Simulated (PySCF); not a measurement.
# Static response to an electric field

C4H12OSi2.
Geometry (GFN2-xTB, Å), atoms numbered from 1 in this order:
```
atom  x, y, z in Å
C1     3.0835   -0.2397    0.5854
O2     2.0224    0.6594    0.4500
C3     0.7564    0.0869    0.7832
Si4   -0.6391    1.4066    0.5809
C5    -1.3368    0.3169   -0.8517
C6    -2.7942   -0.1200   -0.7459
Si7   -0.0011   -1.0478   -0.5924
H8     3.9889    0.2879    0.2882
H9     2.9436   -1.1222   -0.0534
H10    3.1845   -0.5804    1.6254
H11    0.8315   -0.3684    1.7809
H12   -1.5357    1.4894    1.7383
H13   -0.1544    2.7310    0.2080
H14   -1.2106    0.8113   -1.8183
H15   -2.9797   -0.6184    0.2028
H16   -3.4618    0.7381   -0.8119
H17   -3.0520   -0.8126   -1.5464
H18    0.8634   -1.2879   -1.7484
H19   -0.5187   -2.3210   -0.0821
```

Level: PBE0/def2-SVPD (PySCF), static field, nuclei fixed, core orbitals frozen in the response. The polarisability tensor in these axes (au):

```
x   118.00  -4.77   4.83
y    -4.77 105.78   8.97
z     4.83   8.97  93.43
```

Q: What are the eigenvalues, a third of the trace, and Δα (Δα² = ½Σ(αi − αj)² over the three pairs)?

A: Principal values 87.32, 110.10 and 119.77 au; mean 105.73 au = 15.67 Å³ = 17.43 × 10⁻⁴⁰ C²·m²/J; Δα = 28.86 au (27 % of the mean).

Q: What is the dipole moment, and where does it point?

A: (-0.26, -0.81, 0.05) D, 0.85 D in size, pointing from the negative to the positive side. Measured along this direction, the outermost atoms are H13 at the negative end and H19 at the positive end.

Q: Rayleigh depolarisation ratio (linearly polarised light, static tensor)?

A: ρ = 3Δα²/(45ᾱ² + 4Δα²) = 2498.1/(503079 + 3330.8) = 0.00493.

Q: Give the eigenvalues of the traceless quadrupole moment Θ = ½Σq(3rr − r²1), origin at the centre of nuclear charge.

A: -5.32, -0.47, 5.79 D·Å. The values depend on the origin, since the dipole doesn't vanish. The electronic extent ⟨r²⟩ about the same centre is 1337 bohr², a root-mean-square distance of 2.28 Å for the 72 electrons.

Q: Orientational against electronic polarisability at 298 K (dilute gas, rigid molecules)?

A: In Gaussian units μ²/3kT = 5.84 Å³ against 15.67 Å³, a ratio of 0.37; the Debye molar polarisation (4π/3)N_A(α + μ²/3kT) is 54.3 cm³/mol, leaving out the vibrational part.

Q: Refractivity n − 1 of an ideal gas of it at 350 K and 1 atm, from the electronic α?

A: N = p/kT = 2.0968 × 10¹⁹ cm⁻³, so n − 1 = 2π × N × 15.67 × 10⁻²⁴ cm³ = 2064 × 10⁻⁶ at long wavelengths, for an ideal gas.

Geometry: GFN2-xTB, one conformer, isolated molecule.
